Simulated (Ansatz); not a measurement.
Geometry optimisation of the cluster WO2.

```yaml
crystal:
  periodic: [false, false, false]
  atoms:
    - {symbol: W, position_ang: [0.482370, 0.099010, -0.495134]}
    - {symbol: O, position_ang: [-0.941435, 0.981170, -0.228524]}
    - {symbol: O, position_ang: [0.459065, -1.080190, 0.723658]}
basis:
  gaussian: {orbitals: def2-TZVP}
magnetization: {spin_polarized: true, initial_magnetization: 4}
hamiltonian: {xc: pbe, dispersion: d4}
scf: {omitted_lower_state_checks: [starts]}
output: {orbitals: {seedname: orbitals}}
relax: {f_tol: 0.02, max_steps: 100}
```

```sh
$ ansatz run in.yaml --threads 4 --pin off --events-out ev --progress --plain --max-ram 3916MiB
```

Output, abridged:

```
Functional definition: PBE
mean field -5915.31088755 eV, -217.3836655757 hartree, gradient 1.6e-5 eV, S^2 6.006603; 0 other end points of the search recorded, 0 dependent functions left out
relax step   1: F+E_penalty+E_count = -5915.36530029 eV  Δ(F+E_penalty+E_count) = +0.000e0 eV  max|allowed force component| = 4.122e0 eV/Å  Δτ_max = 0.0000 Å  (37 SCF iters, accepted)
mean field -5916.20382460 eV, -217.4164804070 hartree, gradient 1.7e-5 eV, S^2 6.008402; 0 other end points of the search recorded, 0 dependent functions left out
relax step   2: F+E_penalty+E_count = -5916.25575448 eV  Δ(F+E_penalty+E_count) = -8.905e-1 eV  max|allowed force component| = 9.553e-1 eV/Å  Δτ_max = 0.1943 Å  (46 SCF iters, accepted)
mean field -5916.50122172 eV, -217.4274095495 hartree, gradient 1.1e-5 eV, S^2 6.010176; 0 other end points of the search recorded, 0 dependent functions left out
relax step   3: F+E_penalty+E_count = -5916.55086021 eV  Δ(F+E_penalty+E_count) = -2.951e-1 eV  max|allowed force component| = 1.516e0 eV/Å  Δτ_max = 0.1952 Å  (47 SCF iters, accepted)
mean field -5916.73669210 eV, -217.4360629263 hartree, gradient 1.4e-5 eV, S^2 6.010070; 0 other end points of the search recorded, 0 dependent functions left out
relax step   4: F+E_penalty+E_count = -5916.78643359 eV  Δ(F+E_penalty+E_count) = -2.356e-1 eV  max|allowed force component| = 2.402e-1 eV/Å  Δτ_max = 0.2000 Å  (47 SCF iters, accepted)
mean field -5916.74780031 eV, -217.4364711457 hartree, gradient 1.1e-5 eV, S^2 6.011679; 0 other end points of the search recorded, 0 dependent functions left out
relax step   5: F+E_penalty+E_count = -5916.79703015 eV  Δ(F+E_penalty+E_count) = -1.060e-2 eV  max|allowed force component| = 5.165e-2 eV/Å  Δτ_max = 0.1158 Å  (41 SCF iters, accepted)
mean field -5916.74837442 eV, -217.4364922439 hartree, gradient 3.4e-5 eV, S^2 6.011368; 0 other end points of the search recorded, 0 dependent functions left out
relax step   6: F+E_penalty+E_count = -5916.79768872 eV  Δ(F+E_penalty+E_count) = -6.586e-4 eV  max|allowed force component| = 5.579e-3 eV/Å  Δτ_max = 0.0251 Å  (35 SCF iters, accepted)
mean field -5916.74837442 eV, -217.4364922439 hartree, gradient 3.4e-5 eV, S^2 6.011368; 0 other end points of the search recorded, 0 dependent functions left out
Total energy: -5916.79773311 eV, -217.4383061423 hartree
Atom 0 at     0.112853     0.023161    -0.115839 Å, force     0.001351     0.000277    -0.001386 eV/Å
Atom 1 at    -0.981231     1.349611    -0.570843 Å, force     0.003021    -0.005579     0.003206 eV/Å
Atom 2 at     0.868378    -1.372782     0.686683 Å, force    -0.004371     0.005301    -0.001820 eV/Å
Dipole moment:     0.047058     0.009659    -0.048303 e Å
Checks for a lower state left out: starts
```

Hardware: 4 threads of Arm Neoverse V1 on a shared host. Wall time 8 s.

In the def2 sets W takes a core potential; there is no spin–orbit coupling. At PBE-D4/def2-TZVP a singlet of charge 0 lies 2.71 eV below the quintet, each at its own geometry. The structure comes from a short search, and lower isomers may exist.
